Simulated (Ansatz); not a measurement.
Reaction (formal hydrolysis of the Si–Si bond): `C=C[SiH2][SiH](O)O` + H₂O → `C=C[SiH2]O` + `O[SiH2]O`

Isolated molecules relaxed with PBE0-D4/def2-TZVP in Ansatz; ΔE leaves out vibrations. CBS: MP2 limit from def2 TZ/QZ plus the TZ coupled-cluster correction, frozen cores. This one scheme is used for every species. Functionals use def2-TZVPP. B3LYP here is the variant with VWN-RPA as its local correlation; programs differ in this. One conformer a species, not always the lowest.

`C=C[SiH2][SiH](O)O`:

Z-matrix (Å, degrees):
```
Si
C 1 1.867
Si 1 2.347 2 111.1
H 1 1.493 2 109.7 3 -121.6
H 1 1.491 2 109.7 3 121.5
C 2 1.331 1 124.3 3 8.4
H 2 1.090 1 117.9 3 -171.7
O 3 1.647 1 104.6 2 -173.9
O 3 1.652 1 112.6 2 -51.1
H 3 1.487 1 114.0 2 65.2
H 6 1.087 2 122.2 1 0.2
H 6 1.087 2 121.8 1 179.9
H 8 0.959 3 117.7 1 -169.7
H 9 0.959 3 117.2 1 -51.4
```

H₂O:

```xyz
3

O     0.179   -0.165   -0.304
H     0.478   -0.140    0.608
H    -0.657    0.306   -0.304
```

`C=C[SiH2]O`:

Cartesian coordinates in Å:
```
C 0.417 -1.304 0.904
C 0.467 -0.800 -0.327
Si -0.374 0.787 -0.800
O -1.015 1.543 0.518
H -0.136 -0.809 1.697
H 0.915 -2.231 1.173
H 1.031 -1.343 -1.085
H 0.614 1.663 -1.493
H -1.515 0.533 -1.713
H -0.403 1.960 1.126
```

`O[SiH2]O`:

Z-matrix (Å, degrees):
```
Si
O 1 1.642
O 1 1.642 2 113.5
H 1 1.481 2 111.5 3 116.9
H 1 1.481 2 103.8 3 -121.2
H 2 0.958 1 117.7 3 -66.0
H 3 0.958 1 117.7 2 -66.0
```

```tsv
level	ΔE (kJ/mol)	difference from CCSD(T)/CBS
PBE-D4	-78.0	22.3
r2SCAN-D4	-99.5	0.8
PBE0-D4	-85.5	14.8
ωB97M-V	-106.5	-6.2
B2PLYP	-111.5	-11.2
B3LYP	-110.4	-10.1
CCSD(T)/def2-TZVPP	-102.5	-2.2
HF/def2-QZVPP	-135.0	-34.7
HF/CBS(def2)	-135.2	-34.9
CCSD/CBS(def2)	-104.8	-4.5
CCSD(T)/CBS	-100.3	0
```

Largest T1 diagnostic among the species: 0.013.

In def2-TZVPP, CCSD(T) changes the Hartree–Fock value by +31.2 kJ/mol (the triples alone add +4.5 kJ/mol) and MP2 by +24.4 kJ/mol. The D4 term adds +10.8 kJ/mol with B3LYP and +6.5 kJ/mol with PBE0; it sums over pairs of atoms, weighted by their polarisabilities, and B3LYP, whose exchange is more repulsive, gets the larger term.
